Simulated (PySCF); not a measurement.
Compound: C₈H₇NS.
InChI=1S/C8H7NS/c1-2-6-5-10-7-3-4-9-8(6)7/h2-5,9H,1H2

Level: wB97X-D/def2-SVPD in PySCF, non-relativistic, on one gas-phase PBE0-D3(BJ)/def2-SVP geometry that isn't relaxed in the solvent. The solvent is an IEF-PCM continuum (cavity from Bondi-type radii × 1.2), and excitations are vertical TDDFT with non-equilibrium linear response and a frozen core. Only the electrostatic response of the medium enters.

Gas-phase singlets (H = HOMO, L = LUMO):

| state | E (eV) | λ (nm) | f | leading configurations |
| --- | --- | --- | --- | --- |
| S1 | 4.794 | 259 | 0.169 | H→L 79%, H-1→L 17% |
| S2 | 4.959 | 250 | 0.296 | H-1→L 77%, H→L 16% |
| S3 | 5.650 | 219 | 0.000 | H→L+1 73% |
| S4 | 5.735 | 216 | 0.293 | H→L+2 86% |
| S5 | 5.888 | 211 | 0.000 | H-1→L+1 57%, H-1→L+3 10% |

Give the list for chloroform (ε = 4.711), n² = 2.09.

| state | E (eV) | λ (nm) | f | leading configurations | change by rank (eV) |
| --- | --- | --- | --- | --- | --- |
| S1 | 4.709 | 263 | 0.348 | H→L 94% | -0.085 |
| S2 | 4.902 | 253 | 0.323 | H-1→L 94% | -0.057 |
| S3 | 5.675 | 218 | 0.339 | H→L+2 84%, H-2→L 10% | +0.025 |
| S4 | 5.703 | 217 | 0.000 | H→L+1 76% | -0.032 |
| S5 | 5.930 | 209 | 0.000 | H-1→L+1 44%, H→L+3 26%, H→L+1 9% | +0.042 |

The ground-state energy changes by -0.216 eV from gas to chloroform. By how much does the total energy of gas-phase S1 change?

E(S1) = E(S0) + excitation energy, so it changes by -0.216 − 0.085 = -0.301 eV: it is lowered more than the ground state, which is what a red shift means. This is the vertical state, with the slow part of the continuum still set for S0.

How do the frontier levels move from gas to chloroform?

| orbital | gas (eV) | solvent (eV) | change (eV) |
| --- | --- | --- | --- |
| LUMO+2 | 2.15 | 2.19 | +0.04 |
| LUMO+1 | 1.98 | 2.11 | +0.13 |
| LUMO | 0.72 | 0.72 | 0.00 |
| HOMO | -7.55 | -7.57 | -0.02 |
| HOMO-1 | -8.09 | -8.13 | -0.04 |
| HOMO-2 | -9.25 | -9.24 | +0.01 |
| HOMO-3 | -10.88 | -10.91 | -0.03 |

The HOMO–LUMO gap goes from 8.27 to 8.29 eV. Rows go by rank; for LUMO+1 and LUMO+2 the atom shares or the degeneracy differ between the runs, so the row needn't follow one orbital.

Rough CPU time on one thread of a shared machine: about 2.6 min. This is the whole response run at wB97X-D/def2-SVPD in chloroform, SCF included.

The values belong to the conformer `[CH2:1]=[CH:2][c:3]1[cH:4][s:5][c:6]2[cH:7][cH:8][nH:9][c:10]12`: C1–C2–C3–C4 180°.

wB97X-D is run here without its empirical dispersion term; that term would change no orbital, density or response property at a fixed geometry.
